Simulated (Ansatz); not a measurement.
Reaction (redistribution): `[SiH3][SiH2][GeH2][SiH2][GeH3]` + `O=C[SiH2][SiH3]` → `[SiH3][SiH2][SiH2][GeH2][SiH2][SiH3]` + `O=[CH][GeH3]`

Computed with Ansatz on PBE0-D4/def2-TZVP structures; ΔE is electronic, products minus reactants. CBS: MP2 limit from def2 TZ/QZ plus the TZ coupled-cluster correction, frozen cores. Functionals use def2-TZVPP. B3LYP here is the variant with VWN-RPA as its local correlation; programs differ in this. For Ge outer-core shells are correlated without core-valence functions, which leaves a few kJ/mol of doubt a bond. Scalar relativity is left out up to krypton. One conformer a species, not always the lowest.

| species | B3LYP-D4 energy (Eh) |
| --- | --- |
| `[SiH3][SiH2][GeH2][SiH2][GeH3]` | -5029.92487 |
| `O=C[SiH2][SiH3]` | -696.01385 |
| `[SiH3][SiH2][SiH2][GeH2][SiH2][SiH3]` | -3533.12914 |
| `O=[CH][GeH3]` | -2192.80531 |

Question: Work out ΔE.

Answer: ΔE = (-3533.12914) + (-2192.80531) − (-5029.92487) − (-696.01385) = 0.00427 Eh = +11.2 kJ/mol. CCSD(T)/CBS gives +12.9 kJ/mol.

Largest T1 diagnostic among the species: 0.016.

At CCSD(T), def2-SVP lies −3.1 kJ/mol from the extrapolated value and def2-TZVPP −1.4 kJ/mol. The D4 term adds −9.0 kJ/mol with B3LYP and −5.6 kJ/mol with PBE0; it sums over pairs of atoms, weighted by their polarisabilities, and B3LYP, whose exchange is more repulsive, gets the larger term.
